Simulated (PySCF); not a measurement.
Radial density of Sb²⁺ (antimony, charge +2)

UHF, [Kr] 4d10 5s2 6s1, 2S determinant (an excited configuration). Computed with PySCF 2.14 in aug-cc-pVQZ-PP with ECP28MDF (7s7p5d3f2g, 92 functions), with scalar relativity through the core potential. This is the valence pseudo-density: the core potential removes the inner electrons and smooths the orbitals near the nucleus.

```tsv
r (bohr)	4πr²ρ (e/bohr)	4πr²(ρα − ρβ)
0.00408	2.673e-05	0.0000
0.00686	6.775e-05	0.0000
0.0115	0.0001543	0.0000
0.0194	0.0003144	0.0000
0.0326	0.0005320	0.0000
0.0549	0.0008539	0.0000
0.0923	0.002786	0.0000
0.155	0.02687	0.0000
0.261	0.4127	0.0006
0.439	6.551	0.0148
0.739	24.53	0.0133
1.24	10.50	0.0551
2.09	1.876	0.0318
3.52	0.3429	0.1896
5.92	0.1796	0.1791
9.95	0.003707	0.0037
```

Energies and moments cover only the electrons outside the core potential. The outer electron is Rydberg-like, and this basis confines it to a smaller radius and binds it less than a complete one would.
